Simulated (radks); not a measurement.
Problem. Radial electron density D(r) = 4 pi r^2 rho(r) of an atom or ion with 49 electrons. Method: scalar-relativistic Kohn-Sham, r2SCAN, spin-polarised, spherical densities, finite nucleus; meta-GGA in the generalised Kohn-Sham scheme; Fermi nuclear charge, rms radius of each element as measured or else 0.836 A^(1/3) + 0.57 fm; computed with a radial shooting solver on a logarithmic mesh with Libxc functionals.

r (bohr),D(r) (e/bohr),spin D(r)
0.001681,4.733,-0.0000438
0.001941,6.005,-0.0000548
0.002241,7.585,-0.0000681
0.002589,9.534,-0.0000836
0.00299,11.91,-0.000101
0.003453,14.79,-0.000120
0.003987,18.23,-0.000140
0.004605,22.26,-0.000156
0.005318,26.92,-0.000164
0.006142,32.17,-0.000155
0.007093,37.94,-0.000115
0.008192,44.06,-0.0000216
0.009537,50.62,0.000171
0.01101,56.57,0.000495
0.01272,61.81,0.00103
0.01469,65.86,0.00187
0.01696,68.31,0.00314
0.01959,68.90,0.00499
0.02263,67.67,0.00758
0.02613,65.11,0.0110
0.03018,62.15,0.0154
0.03485,60.12,0.0205
0.04025,60.35,0.0260
0.04648,63.76,0.0309
0.05368,70.27,0.0339
0.062,78.45,0.0337
0.0716,85.72,0.0288
0.08269,89.17,0.0194
0.0955,86.96,0.00751
0.1103,79.66,-0.00216
0.1274,70.48,-0.00346
0.1471,64.02,0.00823
0.1699,63.58,0.0319
0.1962,68.57,0.0575
0.2266,74.04,0.0693
0.2617,73.73,0.0565
0.3022,64.52,0.0248
0.349,49.04,-0.000399
0.4031,33.95,0.0113
0.4655,25.32,0.0678
0.5376,24.30,0.138
0.6209,27.05,0.162
0.717,28.27,0.111
0.8281,25.40,0.0195
0.964,19.16,-0.0246
1.113,12.90,0.0589
1.286,8.146,0.265
1.485,5.227,0.512
1.715,3.534,0.677
1.981,2.386,0.683
2.287,1.465,0.541
2.642,0.7591,0.337
3.051,0.3155,0.162
3.523,0.1014,0.0590
4.069,0.02442,0.0159
4.699,0.004278,0.00310
5.427,0.0005252,0.000416

What is the nuclear charge?

Solution. Z = 53. The innermost maximum, from 1s, lies near gamma/Z bohr with gamma = sqrt(1 - (Z/c)^2) = 0.922, here 0.0174 bohr (found: 0.0191), and its height grows with Z. The density is that of the iodine ion I4+ in [Kr] 4d10 5s2 5p1; the configuration itself is not fixed sharply by these data, and Z only to a few units. D(r) has 4 maxima, at r = 0.0191, 0.0840, 0.244, 0.700 bohr, and minima at 0.0372, 0.159, 0.508 bohr, inside which lie 1.99, 11.17, 28.91 electrons.
